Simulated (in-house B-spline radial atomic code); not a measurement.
Successive ionisation energies of zinc; each step leads to the configuration of the next row (after the last: bare). Dirac energy differences include first-order Breit, QED and recoil terms. NIST's values go from ground level to ground level; the uncertainty of those that are theory runs from under 0.1 % in few-electron ions to several per cent in heavy many-electron ones. Computed with an all-electron radial atomic-structure program (B-spline basis): Dirac-Hartree-Fock, jj configuration that fills j = l - 1/2 first, finite nuclei.

A number in brackets counts the electrons of a j subshell.

```json
{"ion": "Zn15+", "configuration": "[Ne] 3s2 3p1/2(2) 3p3/2(1)", "ionisation energy (eV)": "531.2", "tabulated value (eV)": "540", "tabulated kind": "semi-empirical", "computed minus tabulated (eV)": "-9", "highest orbital": "3p3/2", "largest mean radius (bohr)": "0.58501"}
{"ion": "Zn16+", "configuration": "[Ne] 3s2 3p1/2(2)", "ionisation energy (eV)": "573.4", "tabulated value (eV)": "577.8", "tabulated kind": "semi-empirical", "computed minus tabulated (eV)": "-4", "highest orbital": "3p1/2", "largest mean radius (bohr)": "0.5784"}
{"ion": "Zn17+", "configuration": "[Ne] 3s2 3p1/2(1)", "ionisation energy (eV)": "616.2", "tabulated value (eV)": "613.3", "tabulated kind": "semi-empirical", "computed minus tabulated (eV)": "3", "highest orbital": "3p1/2", "largest mean radius (bohr)": "0.57192"}
{"ion": "Zn18+", "configuration": "[Ne] 3s2", "ionisation energy (eV)": "693.4", "tabulated value (eV)": "697.5", "tabulated kind": "semi-empirical", "computed minus tabulated (eV)": "-4", "highest orbital": "3s1/2", "largest mean radius (bohr)": "0.56557"}
{"ion": "Zn19+", "configuration": "[Ne] 3s1", "ionisation energy (eV)": "736.7", "tabulated value (eV)": "737.366", "tabulated kind": "semi-empirical", "computed minus tabulated (eV)": "-1", "highest orbital": "3s1/2", "largest mean radius (bohr)": "0.5586"}
{"ion": "Zn20+", "configuration": "[He] 2s2 2p6", "ionisation energy (eV)": "1844.0", "tabulated value (eV)": "1846.8", "tabulated kind": "semi-empirical", "computed minus tabulated (eV)": "-3", "highest orbital": "2p3/2", "largest mean radius (bohr)": "0.22109"}
{"ion": "Zn21+", "configuration": "[He] 2s2 2p1/2(2) 2p3/2(3)", "ionisation energy (eV)": "1963.1", "tabulated value (eV)": "1961", "tabulated kind": "semi-empirical", "computed minus tabulated (eV)": "2", "highest orbital": "2p3/2", "largest mean radius (bohr)": "0.21869"}
{"ion": "Zn22+", "configuration": "[He] 2s2 2p1/2(2) 2p3/2(2)", "ionisation energy (eV)": "?", "tabulated value (eV)": "?", "tabulated kind": "semi-empirical", "computed minus tabulated (eV)": "?", "highest orbital": "?", "largest mean radius (bohr)": "?"}
{"ion": "Zn23+", "configuration": "[He] 2s2 2p1/2(2) 2p3/2(1)", "ionisation energy (eV)": "2210.2", "tabulated value (eV)": "2214", "tabulated kind": "semi-empirical", "computed minus tabulated (eV)": "-4", "highest orbital": "2p3/2", "largest mean radius (bohr)": "0.21402"}
{"ion": "Zn24+", "configuration": "[He] 2s2 2p1/2(2)", "ionisation energy (eV)": "?", "tabulated value (eV)": "?", "tabulated kind": "semi-empirical", "computed minus tabulated (eV)": "?", "highest orbital": "?", "largest mean radius (bohr)": "?"}
{"ion": "Zn25+", "configuration": "[He] 2s2 2p1/2(1)", "ionisation energy (eV)": "2494.3", "tabulated value (eV)": "2491.5", "tabulated kind": "semi-empirical", "computed minus tabulated (eV)": "3", "highest orbital": "2p1/2", "largest mean radius (bohr)": "0.20948"}
{"ion": "Zn26+", "configuration": "[He] 2s2", "ionisation energy (eV)": "?", "tabulated value (eV)": "?", "tabulated kind": "semi-empirical", "computed minus tabulated (eV)": "?", "highest orbital": "?", "largest mean radius (bohr)": "?"}
{"ion": "Zn27+", "configuration": "[He] 2s1", "ionisation energy (eV)": "2781.8", "tabulated value (eV)": "2781.996", "tabulated kind": "tabulated theory", "computed minus tabulated (eV)": "0", "highest orbital": "2s1/2", "largest mean radius (bohr)": "0.20521"}
{"ion": "Zn28+", "configuration": "1s2", "ionisation energy (eV)": "11863.3", "tabulated value (eV)": "11864.94", "tabulated kind": "tabulated theory", "computed minus tabulated (eV)": "-2", "highest orbital": "1s1/2", "largest mean radius (bohr)": "0.049829"}
{"ion": "Zn29+", "configuration": "1s1", "ionisation energy (eV)": "12388.9", "tabulated value (eV)": "12388.94", "tabulated kind": "tabulated theory", "computed minus tabulated (eV)": "0", "highest orbital": "1s1/2", "largest mean radius (bohr)": "0.049192"}
```

Problem. Fill in the row of Zn22+.

Solution. ionisation energy (eV): 2085.2; tabulated value (eV): 2085; computed minus tabulated (eV): 0; highest orbital: 2p3/2; largest mean radius (bohr): 0.21633.

Problem. Fill in the row of Zn24+.

Solution. ionisation energy (eV): 2357.0; tabulated value (eV): 2358; computed minus tabulated (eV): -1; highest orbital: 2p1/2; largest mean radius (bohr): 0.21175.

Problem. Fill in the row of Zn26+.

Solution. ionisation energy (eV): 2662.6; tabulated value (eV): 2669.9; computed minus tabulated (eV): -7; highest orbital: 2s1/2; largest mean radius (bohr): 0.20725.

Problem. Where is the largest jump?

Solution. From Zn27+ to Zn28+, by a factor of 4.26 (2781.8 to 11863 eV); the highest orbital goes from 2s1/2 to 1s1/2.

Problem. How far is this level of theory from the measured and semi-empirical values?

Solution. Over those 12 rows the differences run from -8.78 to +2.9 eV (mean absolute value 3.4 eV). The calculation leaves out correlation and, in open shells, the multiplet splittings that an average leaves out.
